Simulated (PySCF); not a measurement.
**Electronic structure of Sn⁺ (tin, charge +1) at the B97-3 level**

Configuration: [Kr] 4d10 5s1 5p2, high-spin 4P determinant (an excited configuration). Calculation: PySCF 2.14, in aug-cc-pwCVDZ-PP with ECP28MDF (6s5p4d1f, 48 functions); a scalar-relativistic core potential.

| Quantity | Value |
| --- | --- |
| Total energy | -213.8038 hartree |
| One-electron energy | -368.6909 hartree |
| Hartree (Coulomb) energy | 172.7535 hartree |
| Exchange-correlation energy | -17.8665 hartree |
| ⟨S²⟩ | 3.7509 |
| ⟨L²⟩ | 2.005 |
| Sum of ⟨r⟩ | 25.93 bohr |
| Sum of ⟨r²⟩ | 44.85 bohr² |
| Traceless quadrupole moment −½Σ⟨3z² − r²⟩ along its main axis | 3.68 e·bohr² |

```tsv
shell	electrons	mean orbital energy (hartree)	spread (hartree)	rms radius, mean of both spins (bohr)
4s α	1	-5.51471	0	0.876
4s β	1	-5.50240	0	0.876
4p α	3	-3.84135	0.01399	0.951
4p β	3	-3.83096	0.01951	0.951
4d α	5	-1.39378	0.01642	1.18
4d β	5	-1.37768	0.02277	1.18
5s α	1	-0.76908	0	2.43
5p α	2	-0.46436	0	3.00
```

Energies and moments cover only the electrons outside the core potential.
